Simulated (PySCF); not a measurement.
# Reading the logs of faulty runs: AlC3H7

Calculated results; nothing here was measured. They come from PySCF 2.14.0, an open-source quantum chemistry program, on an isolated molecule that a program drew, which may never have been made. The molecule is AlC3H7 (charge 0, singlet), drawn as the SMILES string `C[CH](C)[Al]`.

Each row is a Hartree-Fock (HF) and frozen-core CCSD(T) single point in the cc-pV(D+d)Z basis, meant for a local HF minimum. Run 1 is clean. Each other run has one planted mistake out of seven kinds, and not every kind appears here: one electron removed, one electron added, multiplicity raised by two, geometry at a saddle point, minimal basis STO-3G, one bond length entered in bohr, all coordinates scaled. The reference is restricted for singlets and unrestricted otherwise, and also for a bond in bohr. Adding or removing an electron swaps singlet and doublet. Electrons count all cores. HOMO and LUMO are orbital energies over both spins, the gradient is its largest component, and the lowest frequency (negative if imaginary) is given only where the gradient is small. Bond lengths are over the 10 bonds as drawn. T1 is the CCSD diagnostic: over 0.02 (restricted) or 0.045 (unrestricted) a single reference is doubtful.

Geometry of the clean run:
```xyz
11
AlC3H7, angstrom
C     0.5601    1.6805    1.4567
C     0.0152    0.5363    2.3300
C    -0.7744   -0.4800    1.4860
Al    1.4513   -0.3356    3.4646
H    -0.2383    2.1917    0.9064
H     1.0773    2.4427    2.0498
H     1.2741    1.3142    0.7101
H    -0.6879    0.9804    3.0565
H    -1.2175   -1.2716    2.1002
H    -1.5953   -0.0057    0.9358
H    -0.1361   -0.9695    0.7414
```

```
run,electrons,basis functions,<S^2>,HOMO (eV),LUMO (eV),gradient (hartree/bohr),lowest frequency (cm^-1),mean bond (Å),longest bond (Å),T1,HF (hartree),CCSD(T) (hartree),mistake
1,38,100,0.000,-7.38,1.25,9.4e-06,154,1.2785,2.027,0.0095,-359.56884,-360.12852,no fault
2,38,100,2.014,-5.92,0.43,1.6e-02,-,1.2785,2.027,0.0158,-359.52262,-360.05916,multiplicity raised by two
3,38,100,0.806,-7.58,1.20,1.9e-02,-,1.3760,2.070,0.0630,-359.44500,-360.00274,one bond length entered in bohr
4,38,100,0.000,-7.17,1.42,7.6e-02,-,1.1545,1.831,0.0094,-359.45882,-360.00293,?
```

**Which mistake was planted in run 4, and what did it cost?**

The mean and the longest bond both change by the same factor, 0.903, and the gradient is no longer small. So the mistake is: all coordinates scaled. Subtracting run 1 and multiplying by 627.51 kcal/mol a hartree, the energy moved by 69.0 kcal/mol in HF and 78.8 kcal/mol in CCSD(T).

Cautions from the logs. Run 3: T1 is over the limit, so its CCSD(T) energy is less reliable.
